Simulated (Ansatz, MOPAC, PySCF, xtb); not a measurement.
Complex: C2H4 (SMILES C=C) (first 6 atoms) with CHN (SMILES C#N); geometry from B3LYP-D3(BJ)/def2-TZVP, rigid monomers moved along the line of their centres of mass till C1···H9 is 3.04 Å.
(charge 0, multiplicity 1):
```xyz
9

C      0.6559     0.0111    -0.0014
C     -0.6670     0.0437     0.0893
H      1.2053    -0.9226     0.0198
H      1.2418     0.9158    -0.1115
H     -1.2172     0.9766     0.0571
H     -1.2537    -0.8618     0.1883
C      0.2765     0.3011     4.0613
N      0.3561     0.3769     5.2027
H      0.2018     0.2297     2.9945
```

Counterpoise-corrected where a basis set is named; no monomer relaxation. Rows marked so take none.

Frozen-core correlation. Rows in 6-311+G**, 6-31G* carry no dispersion term and start afresh at each structure (6-31G* with six Cartesian d functions). The state that PM6 reach isn't checked.

Programs: Ansatz (a program for electronic structure) with Gaussian orbitals; MOPAC for PM6 (differences of heats of formation); PySCF for 6-311+G** rows, 6-31G* rows, the dispersion terms; xtb for the GFN methods. Each number belongs to the level named beside it.

| level | interaction energy (meV) |
|---|---|
| GFN-FF | -45.7 |
| PM6 | -31.8 |
| GFN1-xTB | -36.1 |
| PBE-D3(BJ)/def2-TZVPPD | -104.8 |
| BP86/6-31G* (no counterpoise) | -91.7 |
| B3LYP/6-311+G** (no counterpoise) | -68.6 |
| B3LYP-D4/def2-TZVPPD | -91.6 |
| M06-2X/6-31G* (no counterpoise) | [?] |
| CCSD(T)/aug-cc-pVDZ | [?] |

Task: Some entries are withheld; supply them.

Result: 
- M06-2X/6-31G* (no counterpoise), interaction energy (meV): -116.3
- CCSD(T)/aug-cc-pVDZ, interaction energy (meV): -81.6
